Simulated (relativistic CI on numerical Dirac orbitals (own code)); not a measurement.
# Ir⁴⁺: q coefficients and field-shift factors

Method of calculation: Dirac-Coulomb-Breit CI, orbitals from a KLI potential per configuration, valence Slater integrals scaled by 0.85, P86 correlation energy added to each configuration, derivatives by finite differences, QED left out (own radial code, finite nucleus).

CI space (outside the closed core [Kr] 4d10 4f14 5p6): 5s2 5d5, 5s2 5d4 6s, 5s2 5d4 6p, 5s2 5d3 6s2, 5s2 5d3 6s 6p, 5s2 5d4 6d, 5s 5d6. Levels of other configurations are missing.

With x = (α/α₀)² − 1 an excitation energy changes as ω = ω₀ + qx; K = 2q/ω₀ is the relative enhancement. Terms are leading LS components, so labels can repeat. The field-shift factor is F = δν/δ⟨r²⟩ for the transition from the lowest level.

Lowest level 5s2 5d5 6S_5/2.

| Level | ω₀ (cm⁻¹) | q (cm⁻¹) | F (GHz/fm²) |
| --- | --- | --- | --- |
| 5s2 5d5 4G_5/2 | 17405.4 | -8550 | 0.77 |
| 5s2 5d5 4G_7/2 | 22532.5 | -1532 | 1.14 |
| 5s2 5d5 4P_3/2 | 23131.7 | -2845 | 2.03 |
| 5s2 5d5 4G_11/2 | 23798.1 | 213.5 | 0.932 |
| 5s2 5d5 4G_5/2 | 23935.5 | 939.2 | 1.75 |
| 5s2 5d5 4G_9/2 | 24720.1 | 1754 | 1.23 |
| 5s2 5d5 4P_1/2 | 26060.5 | -355.4 | 2.89 |
| 5s2 5d5 4D_7/2 | 29578.4 | 3629 | 2.5 |
| 5s2 5d5 4D_5/2 | 31281.3 | 1102 | 3.31 |
| 5s2 5d5 4D_1/2 | 33299.2 | 6400 | 3.78 |
| 5s2 5d5 4D_3/2 | 34426.8 | 5763 | 4.01 |
| 5s2 5d5 2I_11/2 | 34453.9 | 3628 | 1.25 |
| 5s2 5d5 2F_7/2 | 36167.2 | -1309 | 1.52 |

At this charge configurations can still be misplaced by up to about 7 % of their energy. Levels and lines within the n = 5 or 6 shells can be off by up to 10 % or somewhat more, and those that change n by about 2 %, since core polarisation is missing.

**Question.** Which transition from the lowest level has the largest |K|?

**Answer.** 5s2 5d5 4G_5/2 at 17405.4 cm⁻¹, K = -0.982.
